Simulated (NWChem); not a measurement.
System: C5H5F; SMILES FC(=C)CC#C

Input file for NWChem:

```
start job
memory heap 200 mb stack 900 mb global 1100 mb
geometry units angstroms noautoz
  C      0.283646    -2.614562     0.483036
  C     -0.002018    -1.589586    -0.092652
  C     -0.352087    -0.355016    -0.789051
  C     -0.112009     0.881846     0.024185
  C     -1.007200     1.802716     0.365542
  F      1.165155     1.007519     0.388492
  H      0.538629    -3.522288     0.997972
  H      0.246793    -0.284576    -1.715525
  H     -1.408851    -0.382250    -1.095691
  H     -0.707528     2.676393     0.946475
  H     -2.050569     1.692429     0.071456
end
basis spherical
  C library 6-31g*
  F library 6-31g*
  H library 6-31g*
end
dft
  xc b3lyp
  iterations 150
  mulliken
end
task dft energy
```

Parts of the log:

```
             Northwest Computational Chemistry Package (NWChem) 7.3.0
             --------------------------------------------------------

 C1  symmetry detected

                             Geometry "geometry" -> ""
                             -------------------------

 Output coordinates in angstroms (scale by  1.889725989 to convert to a.u.)

  No.       Tag          Charge          X              Y              Z
 ---- ---------------- ---------- -------------- -------------- --------------
    1 C                    6.0000     0.20784286     2.57206594    -0.44862312
    2 C                    6.0000    -0.17037340     1.54115632     0.05909159
    3 C                    6.0000    -0.63255006     0.29897496     0.67151395
    4 C                    6.0000    -0.04497149    -0.93228191     0.04895811
    5 C                    6.0000    -0.70536712    -1.93951909    -0.51250778
    6 F                    9.0000     1.28677049    -0.95106028     0.12493096
    7 H                    1.0000     0.54634356     3.48509162    -0.90243285
    8 H                    1.0000    -0.36608126     0.30810184     1.74430666
    9 H                    1.0000    -1.73024988     0.23824580     0.61778300
   10 H                    1.0000    -0.16567527    -2.79758632    -0.91630389
   11 H                    1.0000    -1.79275624    -1.91668769    -0.57832806

 Effective nuclear repulsion energy (a.u.)     201.7563990956

                                 NWChem DFT Module
                                 -----------------

 Summary of "ao basis" -> "ao basis" (spherical)
 ------------------------------------------------------------------------------
       Tag                 Description            Shells   Functions and Types
 ---------------- ------------------------------  ------  ---------------------
 C                           6-31g*                  6       14   3s2p1d
 F                           6-31g*                  6       14   3s2p1d
 H                           6-31g*                  2        2   2s

            General Information
            -------------------
          SCF calculation type: DFT
          Wavefunction type:  closed shell.
          No. of atoms     :    11
          No. of electrons :    44
           Alpha electrons :    22
            Beta electrons :    22
          Charge           :     0
          Spin multiplicity:     1
          Use of symmetry is: off; symmetry adaption is: off
          Maximum number of iterations: 150
          AO basis - number of functions:    94
                     number of shells:    46
          Convergence on energy requested:  1.00D-06
          Convergence on density requested:  1.00D-05
          Convergence on gradient requested:  5.00D-04

              XC Information
              --------------
                         B3LYP Method XC Potential
                     Hartree-Fock (Exact) Exchange  0.200
                        Slater Exchange Functional  0.800 local
                    Becke 1988 Exchange Functional  0.720 non-local
              Lee-Yang-Parr Correlation Functional  0.810
                  VWN I RPA Correlation Functional  0.190 local

             Grid Information
             ----------------
          Grid used for XC integration:  medium
          Radial quadrature: Mura-Knowles
          Angular quadrature: Lebedev.
          Tag              B.-S. Rad. Rad. Pts. Rad. Cut. Ang. Pts.
          ---              ---------- --------- --------- ---------
          C                   0.70       49          13.0       434
          F                   0.50       49          11.0       434
          H                   0.35       45          13.0       434
          Grid pruning is: on
          Number of quadrature shells:   519
          Spatial weights used:  Erf1

      Superposition of Atomic Density Guess
      -------------------------------------

 Sum of atomic energies:        -290.16476546

      Non-variational initial energy
      ------------------------------

 Total energy =    -293.309660
 1-e energy   =    -794.497115
 2-e energy   =     299.431056
 HOMO         =      -0.274032
 LUMO         =       0.053928

     ---------------------------------------------
      Total Density - Mulliken Population Analysis
     ---------------------------------------------

    Atom       Charge   Shell Charges
 -----------   ------   -------------------------------------------------------
    1 C    6     6.55   2.00  0.75  1.95  0.69  1.14  0.03
    2 C    6     5.81   2.00  0.74  1.84  0.48  0.72  0.04
    3 C    6     6.49   2.00  0.70  1.96  0.64  1.17  0.04
    4 C    6     5.20   2.00  0.69  1.55  0.41  0.48  0.07
    5 C    6     6.76   2.00  0.74  2.08  0.63  1.28  0.03
    6 F    9     9.46   2.00  0.94  3.39  1.01  2.10  0.01
    7 H    1     0.71   0.42  0.29
    8 H    1     0.75   0.45  0.30
    9 H    1     0.75   0.45  0.29
   10 H    1     0.77   0.46  0.31
   11 H    1     0.75   0.45  0.30

   convergence    iter        energy       DeltaE   RMS-Dens  Diis-err
 ---------------- ----- ----------------- --------- --------- ---------
 d= 0,ls=0.0,diis     1   -293.1719997221 -4.95D+02  1.50D-02  8.23D-01
 d= 0,ls=0.0,diis     2   -293.1376528484  3.43D-02  8.67D-03  1.22D+00
 d= 0,ls=0.0,diis     3   -293.2530747572 -1.15D-01  3.81D-03  1.43D-01
 d= 0,ls=0.0,diis     4   -293.2641884961 -1.11D-02  1.52D-03  5.94D-02
 d= 0,ls=0.0,diis     5   -293.2713131280 -7.12D-03  2.82D-04  9.34D-04
  Resetting Diis
 d= 0,ls=0.0,diis     6   -293.2713966768 -8.35D-05  1.18D-04  2.60D-04
 d= 0,ls=0.0,diis     7   -293.2714274524 -3.08D-05  6.71D-05  1.28D-05
 d= 0,ls=0.0,diis     8   -293.2714249174  2.54D-06  4.36D-05  3.48D-05
 d= 0,ls=0.0,diis     9   -293.2714287954 -3.88D-06  4.20D-06  3.49D-07
 d= 0,ls=0.0,diis    10   -293.2714288382 -4.28D-08  1.11D-06  1.43D-08

[...]
```

Level: B3LYP/6-31G* (spherical d). All runs use the structure optimised with PBE0/def2-SVP. B3LYP is NWChem's, with the RPA form of VWN correlation.
